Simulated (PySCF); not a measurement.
A calculation to check before its numbers are used.

A core-ionisation job on C2H7GeNSi, SMILES `C#[C][GeH2][NH][SiH3]`. Theory: delta-SCF UKS SCAN, def2-TZVP on the ionised atom, pcseg-1 elsewhere, spin-free X2C in PySCF.

Driver input (Å, PBE0-D3(BJ)/def2-SVP geometry):

```
{"job": {"kind": "xps", "basis": "def2-TZVP"}, "charge": 0, "multiplicity": 1}
C      2.8803     0.2521     1.1467
C      2.0412    -0.1046     0.3409
Ge     0.7112    -0.6737    -0.9061
N     -0.9525    -0.6933    -0.1375
Si    -1.9887     0.6741     0.1432
H      3.6210     0.5684     1.8597
H      0.6779     0.3244    -2.0694
H      1.0525    -2.1020    -1.3534
H     -1.1379    -1.5252     0.4164
H     -1.7134     1.4192     1.4149
H     -1.7921     1.6241    -0.9929
H     -3.4115     0.2169     0.1928
```

Output:

```
ground state, core basis on atom 0 (C), 139 functions
  cycle   1  E = -2518.99919733  |g| = 6.03e-01
  cycle   2  E = -2518.86489726  |g| = 9.34e-01
  cycle   3  E = -2519.07921000  |g| = 1.74e-01
  cycle   4  E = -2519.08626270  |g| = 6.99e-02
  cycle   5  E = -2519.08710045  |g| = 4.48e-02
  cycle   6  E = -2519.08762628  |g| = 6.34e-03
  cycle   7  E = -2519.08763933  |g| = 1.12e-03
  cycle   8  E = -2519.08763924  |g| = 3.51e-04
  E(ground) = -2519.25784688 Eh
hole in C 1s of atom 0
  cycle   1  E = -2507.83831082  |g| = 1.46e+00
  cycle   2  E = -2502.95577821  |g| = 2.39e+00
  cycle   3  E = -2507.37241885  |g| = 1.21e+00
  cycle   4  E = -2508.25319885  |g| = 5.09e-01
  cycle   5  E = -2508.31941719  |g| = 4.09e-01
  cycle   6  E = -2508.39517505  |g| = 1.06e-01
  cycle   7  E = -2508.40068361  |g| = 4.75e-02
  cycle   8  E = -2508.40208647  |g| = 1.09e-02
  cycle   9  E = -2508.40231160  |g| = 7.40e-03
  cycle  10  E = -2508.40247202  |g| = 4.64e-03
  cycle  11  E = -2508.40255128  |g| = 1.79e-03
  cycle  12  E = -2508.40255634  |g| = 7.38e-04
  cycle  13  E = -2508.40255808  |g| = 2.62e-04
  E(ion) = -2508.57132075 Eh   <S^2> = 0.8430   hole on atom = 1.000   binding energy = 290.795 eV
ground state, core basis on atom 1 (C), 139 functions
  cycle   1  E = -2519.08975268  |g| = 3.75e-02
  cycle   2  E = -2519.08717769  |g| = 1.05e-01
  cycle   3  E = -2519.09010068  |g| = 7.33e-03
  cycle   4  E = -2519.09011501  |g| = 1.29e-03
  cycle   5  E = -2519.09011517  |g| = 5.10e-04
  cycle   6  E = -2519.09011596  |g| = 2.62e-04
  E(ground) = -2519.26004013 Eh
hole in C 1s of atom 1
  cycle   1  E = -2507.84744331  |g| = 1.47e+00
  cycle   2  E = -2502.11342005  |g| = 2.50e+00
  cycle   3  E = -2505.71055997  |g| = 1.64e+00
  cycle   4  E = -2508.35369308  |g| = 2.46e-01
  cycle   5  E = -2508.32403788  |g| = 4.28e-01
  cycle   6  E = -2508.40559992  |g| = 7.48e-02
  cycle   7  E = -2508.40861206  |g| = 2.85e-02
  cycle   8  E = -2508.40937073  |g| = 1.08e-02
  cycle   9  E = -2508.40964940  |g| = 7.92e-03
  cycle  10  E = -2508.40981296  |g| = 6.06e-03
  cycle  11  E = -2508.40989734  |g| = 2.91e-03
  cycle  12  E = -2508.40990923  |g| = 1.05e-03
  cycle  13  E = -2508.40991010  |g| = 3.82e-04
  E(ion) = -2508.57864294 Eh   <S^2> = 0.8591   hole on atom = 1.000   binding energy = 290.656 eV
ground state, core basis on atom 3 (N), 139 functions
  cycle   1  E = -2519.09943939  |g| = 2.25e-02
  cycle   2  E = -2519.09885097  |g| = 5.11e-02
  cycle   3  E = -2519.09954090  |g| = 9.94e-03
  cycle   4  E = -2519.09956474  |g| = 1.87e-03
  cycle   5  E = -2519.09956486  |g| = 1.03e-03
  cycle   6  E = -2519.09956663  |g| = 2.01e-04
  E(ground) = -2519.26685747 Eh
hole in N 1s of atom 3
  cycle   1  E = -2503.52256520  |g| = 1.81e+00
  cycle   2  E = -2502.33297547  |g| = 2.11e+00
  cycle   3  E = -2504.01985271  |g| = 6.26e-01
  cycle   4  E = -2504.06176580  |g| = 5.09e-01
  cycle   5  E = -2504.19181447  |g| = 2.52e-01
  cycle   6  E = -2504.22613265  |g| = 4.95e-02
  cycle   7  E = -2504.22746550  |g| = 7.69e-03
  cycle   8  E = -2504.22750734  |g| = 2.18e-03
  cycle   9  E = -2504.22751210  |g| = 8.71e-04
  cycle  10  E = -2504.22751320  |g| = 4.17e-04
  E(ion) = -2504.39431550 Eh   <S^2> = 0.7654   hole on atom = 1.000   binding energy = 404.702 eV
ground state, core basis on atom 4 (Si), 141 functions
  cycle   1  E = -2519.11316325  |g| = 4.87e-02
  cycle   2  E = -2519.11315068  |g| = 3.98e-02
  cycle   3  E = -2519.11334734  |g| = 1.47e-02
  cycle   4  E = -2519.11339538  |g| = 3.37e-03
  cycle   5  E = -2519.11339768  |g| = 2.27e-03
  cycle   6  E = -2519.11339845  |g| = 5.18e-04
  cycle   7  E = -2519.11339713  |g| = 5.83e-05
  E(ground) = -2519.24123708 Eh
hole in Si 1s of atom 4
  cycle   1  E = -2450.16194228  |g| = 2.95e+00
  cycle   2  E = -2447.41440183  |g| = 2.51e+00
  cycle   3  E = -2437.88519817  |g| = 3.60e+00
  cycle   4  E = -2450.91862020  |g| = 4.94e-01
  cycle   5  E = -2451.01343168  |g| = 3.92e-01
  cycle   6  E = -2451.08123102  |g| = 1.55e-01
  cycle   7  E = -2451.09261310  |g| = 5.41e-02
  cycle   8  E = -2451.09329666  |g| = 4.30e-02
  cycle   9  E = -2451.09428904  |g| = 8.76e-03
  cycle  10  E = -2451.09433288  |g| = 1.67e-03
  cycle  11  E = -2451.09433675  |g| = 6.78e-04
  cycle  12  E = -2451.09433642  |g| = 1.58e-04
  E(ion) = -2451.23082802 Eh   <S^2> = 0.7520   hole on atom = 1.000   binding energy = 1850.657 eV
hole in Si 2p of atom 4
  cycle   1  E = -2514.83778151  |g| = 1.18e+00
  cycle   2  E = -2513.12656757  |g| = 1.47e+00
  cycle   3  E = -2514.14657260  |g| = 1.20e+00
  cycle   4  E = -2515.07477513  |g| = 3.28e-01
  cycle   5  E = -2515.11573382  |g| = 2.60e-01
  cycle   6  E = -2515.14971766  |g| = 6.70e-02
  cycle   7  E = -2515.14826601  |g| = 8.94e-02
  cycle   8  E = -2515.15254093  |g| = 1.85e-02
  cycle   9  E = -2515.15275821  |g| = 2.91e-03
  cycle  10  E = -2515.15275885  |g| = 8.10e-04
  cycle  11  E = -2515.15276195  |g| = 2.35e-04
  E(ion) = -2515.29373401 Eh   <S^2> = 0.7515   hole on atom = 1.003   binding energy = 107.417 eV
  2p3/2 = 107.193 eV   2p1/2 = 107.804 eV
```

The program numbers atoms from 0. E(ground) and E(ion) are re-evaluated on a finer grid than the cycles, so they differ from the last cycles; that is no fault. The 2p3/2 and 2p1/2 values come from a spin–orbit splitting computed afterwards; their 2:1 mean is the average over the three 2p orbitals and can differ from the one hole solved.

Do all binding energies of this run deserve the same trust?

No. Every hole passed the driver's convergence checks (|g| < 5e-4, core orbital emptied to over 0.9), but ⟨S²⟩ is 0.859 for C1s on atom 1, against 0.75 for a pure doublet, so the unrestricted ion state holds higher spin components.

How can it be mended?

Recompute such holes with a restricted open-shell or spin-projected scheme and compare; until then these binding energies are doubtful.

The run took 31 s of wall time on one thread, Arm Neoverse V2 (aarch64), no GPU (shared host), and the process peaked at 0.53 GiB of memory.
